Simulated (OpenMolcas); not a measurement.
**Pt2+: effect of the basis set**

```json
{
 "Program": "OpenMolcas 26.06",
 "Method": "SS-CASPT2, IPEA 0.25 Eh, imaginary shift 0.1 Eh (closed shells correlated: 5s 5p)",
 "Active space": "8 electrons in 10 orbitals (5d 6d)",
 "State averaging": "2S+1 = 3 even, 10 roots; 2S+1 = 1 even, 15 roots",
 "Spin-orbit coupling": "state interaction with AMFI integrals over the reference wave functions, term energies averaged over their components"
}
```

A. ANO-R2 [8s6p5d3f1g], X2C, finite nucleus; CASPT2 step of the order of 16 core-minutes
B. ANO-RCC-VTZP [8s7p5d3f1g], DKH2, point nucleus; CASPT2 step about 10 core-minutes
C. ANO-RCC-VQZP [9s8p6d4f2g1h], DKH2, point nucleus; CASPT2 step roughly 10 core-minutes

Energies in cm-1 above 5d8 3F4, the measured ground level; measured values from NIST levels as listed in McCann et al., Mon. Not. R. Astron. Soc. 538, 537 (2025).

```
         Level      A      B      C  Measured
       5d8 3F4    0.0    0.0    0.0       0.0
       5d8 3F3   9990   9980  10100      9752
5d8 3P2 [51 %]  15580  15620  15730          
       5d8 3P0  16500  16620  16560     14939
       5d8 3P1  19110  19200  19280     16782
       5d8 1G4  22870  22970  22810     21331
       5d8 1S0  48900  49040  48830
```

Deviations, from unrounded energies. A percentage is the sum of absolute deviations over the sum of measured energies, with the sign that they share, or ± where signs differ.

| Against measurement | Levels | A | B | C |
| --- | --- | --- | --- | --- |
| mean absolute deviation (cm-1) | 4 | 1400 | 1500 | 1500 |
| fine structure of the ground term (%) | 1 | +2.5 | +2.4 | +3.6 |
| other terms of the ground configuration (%) | 3 | +10.2 | +10.8 | +10.6 |

A, B, C lie about equally close to measurement. The largest miss of A in the table is 5d8 3P1, by +2300 cm-1. The ranking rests on the paired levels alone, and a cruder setting can come out closer through cancelling errors.

The two smallest mean deviations differ by little beside CASPT2's spread within terms, so their order carries little weight.

Among A to C the level of the table that moves most is 5d8 1S0, by 210 cm-1 (lowest in C, highest in B). Moves below CASPT2's spread within the term are not significant.

Term energies are means over components that CASPT2 splits; among the terms shown or strongly mixed into the levels shown the widest spread is 640 cm-1 (5d8 1G, C). Active for correlation alone: 6d; no level in the range computed is led by a configuration that fills it, so any true level of that kind is missing. Computed and measured levels are paired by configuration, term and J; levels that our copy of the source lacks, or whose pairing is in doubt (as where it misses far off the trend of its configuration), stay unpaired and out of the deviations. Only configurations of the active space appear. The table leaves out levels that lie high or whose names do not pair safely across all columns.

A share in square brackets marks a mixed level and gives the weight of the term that names it, the lowest over the columns.
